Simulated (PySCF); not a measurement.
Compound: C4H4FNSe.
Bonds: F1–C2, C2–C3, C3–C4 (aromatic), C4–N5 (aromatic), N5–Se6 (aromatic), Se6–C7 (aromatic), C3–C7 (aromatic). Hydrogens: H8, H9 on C2; H10 on C4; H11 on C7.

Theory: TDDFT PBE0/def2-SVPD, vertical, gas phase, core orbitals frozen in the response in PySCF. One conformer (not necessarily the lowest) at the PBE0-D3(BJ)/def2-SVP geometry, without solvent, vibrations or thermal averaging. Relativistic effects, spin–orbit coupling among them, are left out although an element past zinc is present. Torsions of this conformer, `[F:1][CH2:2][c:3]1[cH:4][n:5][se:6][cH:7]1`: F1–C2–C3–C4 -82°.

| state | E (eV) | λ (nm) | f | main configurations (H = HOMO, L = LUMO) |
| --- | --- | --- | --- | --- |
| S1 | 5.15 | 240.9 | 0.126 | H→L (90%) |
| S2 | 5.20 | 238.5 | 0.0004 | H→L+1 (52%), H-2→L (46%) |
| S3 | 5.26 | 235.8 | 0.0011 | H-2→L (52%), H→L+1 (46%) |
| S4 | 5.98 | 207.4 | 0.023 | H-1→L (89%) |
| S5 | 6.04 | 205.4 | 0.0022 | H-1→L+1 (97%) |
| S6 | 6.35 | 195.1 | 0.066 | H-2→L+1 (90%) |

The lowest singlet comes at 241 nm (497 kJ/mol) in the ultraviolet; it is of moderate strength; its leading configuration is HOMO→LUMO (90%). The lowest level is also the most intense of those listed (f = 0.126). Löwdin shares by element: HOMO selenium 50%, carbon 38% or more; LUMO carbon 39% or more, selenium 22%, nitrogen 19% (atoms not listed hold the other 20%). The listed states span 1.21 eV, and the widest gap between neighbours is 0.72 eV (S3 to S4). The oscillator strengths of these states sum to 0.219; summed over the whole spectrum of an exact calculation they would give the number of electrons, 78 (Thomas–Reiche–Kuhn). Orbital energies (eV): HOMO-3 -9.75, HOMO-2 -8.39, HOMO-1 -8.19, HOMO -7.44, LUMO -1.49, LUMO+1 -0.65, LUMO+2 0.37. Only the lowest 6 singlets were computed, as vertical energies without vibronic structure.

Cost: about 40 s of CPU time on one thread; the machine was shared, so the figure is rough.
